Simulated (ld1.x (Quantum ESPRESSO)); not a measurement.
Before and after: TM potential for hydrogen

- Element: hydrogen (H)
- Generator: ld1.x (Quantum ESPRESSO) 7.5
- Type: norm-conserving Troullier–Martins (Kleinman–Bylander form)
- Functional: revPBE
- Relativity: scalar-relativistic
- Frozen core: none
- Valence charge: 1
- Reference configuration: 1s1
- Partial waves: 1s (bound): rc 1.10 bohr
- Local potential: the s channel
- Core correction: none

Change: wave 1s (bound): rc 1.10 bohr becomes 1s (bound): rc 0.90 bohr.

Cutoffs: the cutoffs (Ry, on a coarse ladder) from which the occupation-weighted sum of valence levels, in a spherical-Bessel basis at the reference potential, stays within 10 and 1 mRy of its value at 400 Ry; they do not see the model core or the augmentation charge, which bear on the density cutoff. Errors are all-electron minus pseudo energies relative to the spin-unpolarised reference configuration.

How do hardness, ghosts and transferability respond?

The potential gets harder (25 Ry and 40 Ry → 30 Ry and 55 Ry); neither file shows a bound ghost. A smaller radius makes the pseudo-wave follow the all-electron one further in, where it bends more sharply, so more plane waves are needed.

```
                         quantity   base  changed
                    cutoff, loose  25 Ry    30 Ry
                    cutoff, tight  40 Ry    55 Ry
                     bound ghosts   none     none
error for 1s0.5, meV [ΔE 4.81 eV]   +0.8     +0.3
```
